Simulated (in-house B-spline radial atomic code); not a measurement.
Ga III (Ga2+) is squeezed into an impenetrable sphere of radius R (the orbitals vanish at R). Method: scalar-relativistic (X2C) Hartree-Fock, spin-polarised, averaged over the determinants with the given up and down occupations, Fermi nucleus of rms radius 3.9973 fm. Calculated with a radial B-spline atomic code at the basis-set limit.

Energies in eV above the free ion in [Ar] 3d10 4s1:

| R (bohr) | highest level (eV) | [Ar] 3d10 4s1 | [Ar] 3d9 4s1 4f1 | [Ar] 3d10 4f1 |
| --- | --- | --- | --- | --- |
| 8.24 | -29.7 | 0.0001078 | 40.09 | 22.93 |
| 6.61 | -29.7 | 0.005215 | 41.79 | 24.74 |
| 5.35 | -29.7 | 0.08007 | 45.14 | 28.3 |
| 4.55 | -29.4 | 0.3997 | 49.6 | 32.93 |
| 3.54 | -27.2 | 2.741 | 62.58 | 45.21 |
| 3.03 | -23.2 | 7.328 | 77.38 | 57.71 |
| 2.55 | -13.5 | 19.71 | 105.3 | 79.3 |
| 2.39 | -7.47 | 28.07 | 120.8 | 90.77 |
| 1.74 | 59.5 | 145 | 285.7 | 208.8 |
| 1.49 | 134 | 310 | 483.9 | 354 |

(1) Does [Ar] 3d9 4s1 4f1 fall below [Ar] 3d10 4s1 under compression?

(2) Does [Ar] 3d10 4f1 fall below [Ar] 3d10 4s1 under compression?

The highest level is first positive in the row R = 1.74 bohr, pushed up by confinement above the zero of the free ion's potential. Each configuration is held fixed and needn't be the lowest in the sphere.

Answers

(1) No, it stays above over the whole range.

(2) No, it stays above over the whole range.
